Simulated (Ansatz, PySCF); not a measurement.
TaF₄Br, SMILES [F][Ta]([Br])([F])([F])[F], multiplicity 1. Atoms are numbered in the order given.

```xyz
6

Ta     0.0000     0.0000    -0.3648
F      0.0000     1.8287    -0.7727
F      0.0000    -1.8287    -0.7727
F      1.7435     0.0000    -1.0233
F     -1.7435     0.0000    -1.0233
Br     0.0000     0.0000     2.0462
```

Coordinates come from a PBE0-D3(BJ)/def2-SVP optimisation. The spin state was assumed, not searched. The structure was generated by enumeration; whether it is a known compound was not checked. The def2 effective core potentials stand for the cores of Ta; spin–orbit coupling is left out.

Two levels are set side by side: PBE-D3(BJ)/def2-SVP (Ansatz, an electronic-structure program) and PBE0-D3(BJ)/def2-SVP (Ansatz). Each level has its own optimised geometry; the coordinates shown are those of the second. Frequencies come from the Hessian of PySCF at each geometry. Differences are taken from unrounded values.

```tsv
quantity	PBE0-D3(BJ)
mean bond length (Å)	1.977
bond Ta1–F2 (Å)	1.874
bond Ta1–F3 (Å)	1.874
bond Ta1–F4 (Å)	1.864
bond Ta1–F5 (Å)	1.864
bond Ta1–Br6 (Å)	2.411
highest harmonic wavenumber (cm⁻¹)	734
mean harmonic wavenumber (cm⁻¹)	365
zero-point energy (kcal/mol)	6.27
```

### Question
What does PBE-D3(BJ) give, and how far is it from PBE0-D3(BJ)? (The exact figures need the calculation; the answer reports its results.)

### Answer

```tsv
quantity	PBE-D3(BJ)	PBE-D3(BJ) minus PBE0-D3(BJ)
mean bond length (Å)	1.994	0.017
bond Ta1–F2 (Å)	1.890	0.016
bond Ta1–F3 (Å)	1.890	0.016
bond Ta1–F4 (Å)	1.882	0.018
bond Ta1–F5 (Å)	1.882	0.018
bond Ta1–Br6 (Å)	2.426	0.015
highest harmonic wavenumber (cm⁻¹)	701	-33
mean harmonic wavenumber (cm⁻¹)	352	-14
zero-point energy (kcal/mol)	6.04	-0.23
```

Exact exchange shortens and stiffens bonds; PBE has none. Differences between two approximate levels are no errors against the true value.
